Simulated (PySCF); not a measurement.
Sb(Br)(TeH)2 (BrH₂SbTe₂), SMILES [Br][Sb]([TeH])[TeH].

Geometry optimised at PBE0-D3(BJ)/def2-SVP. The def2 effective core potentials stand for the cores of Sb, Te; spin–orbit coupling is left out.

Method: TDA-PBE/def2-SVPD run with PySCF.

Vertical excitations. Isolated molecule, no solvent.

Computed UV-visible absorptions:
```tsv
state	energy (eV)	λ (nm)	f	main pairs
S1	2.92	424	0.006	HOMO→LUMO 63 %, HOMO→LUMO+1 18 %, HOMO−1→LUMO 17 %
S2	2.99	414	0.007	HOMO→LUMO+1 65 %, HOMO→LUMO 18 %
S3	3.15	393	0.005	HOMO−1→LUMO 53 %, HOMO−1→LUMO+1 22 %, HOMO→LUMO 15 %
S4	3.28	378	0.008	HOMO−1→LUMO+1 64 %, HOMO−1→LUMO 18 %
S5	3.34	371	0.014	HOMO→LUMO+2 81 %
S6	3.54	350	0.013	HOMO−1→LUMO+2 79 %
S7	3.85	322	0.022	HOMO−2→LUMO 72 %
S8	3.93	315	0.020	HOMO−2→LUMO+1 58 %, HOMO−3→LUMO 19 %
S9	4.06	305	0.006	HOMO→LUMO+3 93 %
S10	4.13	300	0.007	HOMO−2→LUMO+2 50 %, HOMO−3→LUMO 27 %, HOMO−3→LUMO+1 14 %
T1	2.61	475	0	HOMO→LUMO 95 %
T2	2.76	449	0	HOMO→LUMO+1 80 %
T3	2.87	432	0	HOMO−1→LUMO 79 %, HOMO→LUMO+1 15 %
T4	2.96	419	0	HOMO−1→LUMO+1 77 %, HOMO→LUMO+2 14 %
```
Triplets are in the Tamm–Dancoff approximation.
